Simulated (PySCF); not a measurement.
**Radial density of Ho³⁺ (holmium, charge +3)**

BLYP, [Xe] 4f10, one real determinant. Computed with PySCF 2.14 in x2c-TZVPPall with one added diffuse shell each of s, p, d, f type (12s8p8d5f2g, 129 functions), with scalar relativity by spin-free X2C-1e.

```json
{"r (bohr)": "0.0249", "4πr²ρ (e/bohr)": "79.40", "4πr²(ρα − ρβ)": "0.0026"}
{"r (bohr)": "0.0419", "4πr²ρ (e/bohr)": "97.47", "4πr²(ρα − ρβ)": "0.0045"}
{"r (bohr)": "0.0706", "4πr²ρ (e/bohr)": "118.2", "4πr²(ρα − ρβ)": "0.0033"}
{"r (bohr)": "0.119", "4πr²ρ (e/bohr)": "90.31", "4πr²(ρα − ρβ)": "0.0878"}
{"r (bohr)": "0.200", "4πr²ρ (e/bohr)": "103.3", "4πr²(ρα − ρβ)": "0.8831"}
{"r (bohr)": "0.336", "4πr²ρ (e/bohr)": "47.68", "4πr²(ρα − ρβ)": "3.6299"}
{"r (bohr)": "0.565", "4πr²ρ (e/bohr)": "52.76", "4πr²(ρα − ρβ)": "5.3051"}
{"r (bohr)": "0.950", "4πr²ρ (e/bohr)": "17.64", "4πr²(ρα − ρβ)": "2.6664"}
{"r (bohr)": "1.60", "4πr²ρ (e/bohr)": "6.827", "4πr²(ρα − ρβ)": "0.4696"}
{"r (bohr)": "2.69", "4πr²ρ (e/bohr)": "0.4884", "4πr²(ρα − ρβ)": "0.0035"}
{"r (bohr)": "4.52", "4πr²ρ (e/bohr)": "0.001495", "4πr²(ρα − ρβ)": "0.0001"}
{"r (bohr)": "7.60", "4πr²ρ (e/bohr)": "1.040e-05", "4πr²(ρα − ρβ)": "0.0000"}
```

Densities and radii are taken from the X2C orbitals without a picture-change correction, which distorts them close to the nucleus.

⟨L²⟩ = 34.00 against 42 for a pure I term, so this real determinant mixes terms. Spin-orbit coupling, absent here, splits the open shell strongly.
